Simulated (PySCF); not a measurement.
ketene (C$_{2}$H$_{2}$O), singlet, at a GFN2-xTB geometry. Base run: HF/6-311G** in PySCF.

Here is a job for PySCF.
```python
from pyscf import gto, scf

mol = gto.Mole()
mol.atom = '''
    C    -0.01148162    0.02136311   -1.19190098
    C     0.00092956   -0.00172957    0.09649676
    H     0.00249612    0.94826436   -1.73006124
    H    -0.03614064   -0.88566416   -1.76255958
    O     0.01211961   -0.02255018    1.25813077
'''
mol.basis = '6-311g**'
mol.verbose = 4
mol.build()

mf = scf.RHF(mol)
mf.kernel()
mo_i, mo_e, stable_i, stable_e = mf.stability(internal=True, external=True, return_status=True, nroots=6, tol=1e-6)
print('internally stable:', stable_i, ' externally stable:', stable_e)
if not stable_e:
    umf = mf.to_uhf() if not hasattr(mf, 'xc') else mf.to_uks()
    umf.scf_summary = {}
    umf.kernel(umf.make_rdm1(mo_e, umf.mo_occ))
```

The bond that is stretched is that between atoms 4 and 1. A test that says stable can miss a lower solution.

Each row names what was changed in the base input (with any setting that the change needs).

```csv
change,ΔE vs base (eV),<S^2>,E after following the instability (Eh),<S^2> there,HOMO-LUMO gap (eV),stability test says
base,0.00,0.000,-,-,13.53,stable
bond × 1.25,0.89,0.000,-,-,12.79,stable
bond × 1.5,2.43,0.000,-,-,11.65,stable
bond × 1.8,4.21,0.000,-151.63188,0.67,10.26,external instability
bond × 2.2,6.08,0.000,-151.61534,0.98,8.82,external instability
bond × 3.0,8.39,0.000,-151.61068,1.09,5.74,external instability
```

Where a bond breaks into two radicals, a solution with restricted orbitals usually stops being the lowest and lies too high; an unrestricted one lies lower at the price of spin contamination, which <S^2> shows.
